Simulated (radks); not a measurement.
Values are calculated unless marked as measured or tabulated.
Numerical settings for neutral helium, [He]. Level of theory: non-relativistic Kohn-Sham, r2SCAN, spin-polarised, spherical densities, point nucleus; meta-GGA in the generalised Kohn-Sham scheme (a radial shooting solver on a logarithmic mesh with Libxc functionals). The defaults (mesh step 0.008 in ln r, mesh end at 40 bohr or more with all orbitals vanishing there, Anderson mixing 0.5 over 9 steps, residual threshold near 1e-9 with the energy settled to 1e-9 hartree or 1e-11 of itself, here a cap of 53 iterations) give E = -2.905 hartree and 1s at -16.537 eV in 10 iterations. Run on one thread of a shared host, so times are rough (Intel(R) Xeon(R) 6975P-C): 0.03 s of CPU time, 0.03 s wall, 10 iterations on 2476 mesh points. Changes against that run (0 stands for a change within the tolerance of the run):

| setting | iterations | converged | E (mhartree) | e(1s) (meV) | CPU (s) |
|---|---|---|---|---|---|
| mesh step in ln r 0.003 | 11 | yes | 0 | 0 | 0.09 |
| mesh step in ln r 0.02 | 10 | yes | 0 | 0 | 0.02 |
| mesh step in ln r 0.005 | 10 | yes | 0 | 0 | 0.05 |
| mesh end (bohr) 12 | 10 | yes | 0 | 0 | 0.03 |
| mesh end (bohr) 1 | 7 | level above zero | +3.93e+03 | +7.63e+04 | 0.02 |
| residual threshold 0.01 | 8 | yes | 0 | +0.375 | 0.03 |
| residual threshold 1e-13 | 53 | no | 0 | 0 | 0.15 |
| mixing 2.5 | 10 | yes | 0 | +0.00462 | 0.03 |
| linear mixing, mixing 0.5 | 21 | yes | 0 | +0.00357 | 0.06 |
| linear mixing, mixing 0.2 | 53 | no | 0 | -0.0365 | 0.14 |
| mixing history 2 | 13 | yes | 0 | -0.023 | 0.04 |
| iteration cap 5 | 5 | no | 0 | -0.00577 | 0.02 |

Settled on a wrong energy, with an occupied level pushed above zero by the early mesh end: mesh end (bohr) 1 (+3.93 hartree). Apart from these: no run marked as converged misses the energy by more than 1 mhartree. A mesh that ends early acts as a hard wall.
